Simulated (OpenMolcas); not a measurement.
**Mn3+ in a point-charge field**

Mn3+ among 6 point charges of -1 e arranged as a trigonal antiprism (D3d), 1.68 Å from the ion, with a polar angle of 50.4° against the regular 54.74°.
```
   0.0000    1.2937    1.0718  -1.00
  -1.1203   -0.6468    1.0718  -1.00
   1.1203   -0.6468    1.0718  -1.00
   0.0000   -1.2937   -1.0718  -1.00
   1.1203    0.6468   -1.0718  -1.00
  -1.1203    0.6468   -1.0718  -1.00
```

```json
{
  "Program": "OpenMolcas",
  "Method": "SS-CASPT2, IPEA 0.25 Eh, imaginary shift 0.1 Eh (closed shells correlated: 3s 3p)",
  "Basis": "ANO-RCC-VDZP [5s4p2d1f]",
  "Scalar Hamiltonian": "DKH2, point nucleus",
  "Active space": "4 electrons in 5 orbitals (3d)",
  "State averaging": "2S+1 = 5 even, 5 roots; 2S+1 = 3 even, 45 roots; 2S+1 = 1 even, 50 roots",
  "Spin-orbit coupling": "RASSI with atomic mean-field integrals over the reference wave functions"
}
```

The lowest spin-free states (labels of D3, the rotations of D3d), above the lowest:

```tsv
State	Degeneracy	E (cm-1)	Free-ion L (%)
5E	2	0	D (100)
5A1	1	3500	D (100)
5E	2	5770	D (100)
3E	2	20280	H (68)
3A2	1	21270	H (72)
3A2	1	22490	H (47)
3E	2	22810	H (93)
3E	2	23130	H (60)
3A1	1	23640	H (67)
3E	2	23660	H (54)
3A2	1	24380	F (97)
3A1	1	26620	G (53)
3E	2	26630	H (59)
3E	2	27230	F (46)
3A2	1	28390	H (54)
3A1	1	28580	G (47)
3E	2	28790	G (71)
3A2	1	29760	G (72)
3E	2	30280	G (58)
1A1	1	30970	I (48)
```

The lowest levels with spin-orbit coupling:

| E (cm-1) | Degeneracy | Label | 2S+1 | g |
| --- | --- | --- | --- | --- |
| 0 | 2 | E | 5 | 0.00 0.00 6.46 |
| 25 | 1 | A1 | 5 |  |
| 77 | 1 | A2 | 5 |  |
| 110 | 2 | E | 5 | 0.00 0.00 1.40 |
| 180 | 2 | E | 5 | 0.00 0.00 5.13 |
| 250 | 1 | A1 | 5 |  |
| 250 | 1 | A2 | 5 |  |
| 3660 | 2 | E | 5 | 0.00 0.00 7.97 |
| 3670 | 2 | E | 5 | 0.00 0.00 3.98 |
| 3670 | 1 | A1 | 5 |  |
| 5620 | 2 |  | 5 | 0.00 0.00 4.94 |
| 5780 | 2 | E | 5 | 0.00 0.00 0.87 |
| 5930 | 2 | E | 5 | 0.00 0.00 3.20 |
| 6070 | 1 | A2 | 5 |  |
| 6080 | 1 | A1 | 5 |  |
| 6220 | 2 | E | 5 | 0.00 0.00 11.33 |
| 20300 | 1 | A1 | 3 |  |
| 20360 | 1 | A2 | 3 |  |
| 20390 | 2 | E | 3 | 0.00 0.00 4.80 |
| 20430 | 2 | E | 3 | 0.00 0.00 1.59 |

Powder χT (cm3 K/mol): 1.39 at 2 K, 1.68 at 10 K, 2.11 at 50 K, 2.34 at 100 K, 2.58 at 200 K, 2.69 at 300 K. The effective moment at 300 K is 2.828 √(χT) = 4.64 μB.

The lowest level has 2S+1 = 5, for which the spin-only value is χT = S(S+1) / 2 = 3.000 cm3 K/mol (g = 2). The computed 2.687 at 300 K differs by -0.313, through orbital momentum, spin-orbit coupling and any other state in reach.

Roots that are degenerate in the reference are averaged as groups; the widest CASPT2 spread within a group is 220 cm-1 (the 2-fold group of multiplicity 1 near 88000 cm-1 above the lowest state of its run). Shifts and gaps below about the spread of the groups concerned are not significant. An orbital doublet at a regular site is open to a Jahn-Teller distortion, which this geometry leaves out. Free-ion shares, where given, are those of the reference states; single-state CASPT2 does not remix them. Point charges carry no covalency, so the field is a model and not that of real ligands. No measured value stands beside these numbers.

The CASPT2 steps took 7 s on 1 thread of Arm Neoverse V1 (shared host); the integral step is not counted.

With an even number of electrons the g values are those of a degenerate or nearly degenerate non-Kramers pair.
